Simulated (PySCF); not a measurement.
A GIAO shielding run with PySCF 2.14 (density fitting, non-relativistic, gas phase) on SMILES F[C@@H]1C[C@@]1(F)[C@H]1C[SiH2]S1, C$_{5}$H$_{8}$F$_{2}$SSi:

```
$ OMP_NUM_THREADS=1 python probes_run.py task.json out

{"job": {"kind": "nmr", "xc": "PBE0", "basis": "pcSseg-1"}, "charge": 0, "multiplicity": 1}
F      3.459620    -0.016189     0.178287
C      2.189090     0.454080     0.105740
C      1.275300     0.206880     1.271214
C      1.055236    -0.518075    -0.024051
F      1.375322    -1.853028    -0.021388
C     -0.131887    -0.267828    -0.918490
C     -1.440067    -0.864058    -0.367756
Si    -2.430366     0.760046    -0.323210
S     -0.538303     1.524259    -1.042677
H      2.154067     1.388666    -0.439927
H      1.681473    -0.377336     2.082708
H      0.586627     0.984969     1.559195
H      0.104414    -0.632485    -1.920793
H     -1.834748    -1.639238    -1.021585
H     -1.277057    -1.320572     0.608139
H     -2.750531     1.283813     0.997002
H     -3.485187     0.898123    -1.315632
```

Hardware: 1 thread of an Arm Neoverse N1, shared host. The job also computes population analyses, field gradients, ring-centre shieldings.

(1) How large is the calculation?

(2) How long does it take, and how much memory does it need?

## Answers

(1) 86 electrons, 207 basis functions and 1119 auxiliary functions.

(2) 71 s of wall time, with 13 SCF cycles and 5 response iterations; peak memory 0.93 GiB. Times on a shared host scatter by some tens of per cent.
